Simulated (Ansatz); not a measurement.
Consider the ligand exchange at a B–N bond: `BNB` + `N[SiH]1CN1` → `BN[SiH]1CN1` + `BN`.

Calculated with Ansatz (gas phase, PBE0-D4/def2-TZVP geometries, no zero-point term in ΔE). CCSD(T)/CBS adds triple-zeta CCSD(T) − MP2 to the extrapolated MP2 energy (def2 sets, frozen cores). This one scheme is used for every species. DFT in def2-TZVPP. B3LYP here is the variant with VWN-RPA as its local correlation; programs differ in this. One conformer a species, not always the lowest.

(1) Is it downhill or uphill in electronic energy at CCSD(T)/CBS, and by how much? (Best estimate.)

(2) What do these levels give: PBE-D4, B3LYP-D4, ωB97X-V, ωB97M-V, B2PLYP, r2SCAN, B3LYP, MP2/def2-TZVPP, SCS-MP2/def2-TZVPP, CCSD/def2-TZVPP, HF/def2-QZVPP, SCS-MP2/def2-QZVPP? (Best estimate.)

Largest T1 diagnostic among the species: 0.013.

Results:

(1) Ansatz gave: Downhill: ΔE = -0.36 eV.

(2) Computed: PBE-D4 -0.45, B3LYP-D4 -0.39, ωB97X-V -0.36, ωB97M-V -0.38, B2PLYP -0.37, r2SCAN -0.40, B3LYP -0.37, MP2/def2-TZVPP -0.37, SCS-MP2/def2-TZVPP -0.35, CCSD/def2-TZVPP -0.36, HF/def2-QZVPP -0.24, SCS-MP2/def2-QZVPP -0.34 eV.

From PBE to PBE0 (25 % exact exchange), in def2-TZVPP and without D4, ΔE moves by +0.05 eV. In def2-TZVPP, CCSD(T) changes the Hartree–Fock value by −0.14 eV (the triples alone add −0.02 eV) and MP2 by −0.12 eV.
